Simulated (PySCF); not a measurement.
# H₂Te: one-bond stretch

Computed with PBE0/[Te def2-TZVP with ECP28, H def2-TZVP], scalar-relativistic core potentials, density fitting, no spin–orbit coupling, PySCF.

Rigid scan from the singlet minimum (Te–H 1.656 Å (×2); H–Te–H 90.3°). Coordinate: the bond from Te to the last atom (H) scaled, the rest fixed. Energies in kJ/mol from the minimum.

**Question.** Predict the curve at 0.92, 0.96, 1.00, 1.05, 1.12, 1.20, 1.35, 1.55, 1.80, 2.20.

**Answer.** 
```tsv
scale of one bond	E (kJ/mol)	dipole size (D)
0.92	17.8	0.32
0.96	4.0	0.26
1.00	0.0	0.22
1.05	5.1	0.18
1.12	25.0	0.16
1.20	58.5	0.22
1.35	133.1	0.39
1.55	230.3	–
1.80	328.4	–
2.20	428.8	–
```

At long bonds a restricted determinant can lie too high, and another spin state can fall below this curve.

Other isomers or separated fragments may lie lower.

The scan took 5.4 s on 2 threads of a shared Arm Neoverse V1 host; the process peaked at 0.62 GiB. Launch command: `OMP_NUM_THREADS=2 python axn.py task.json out`.
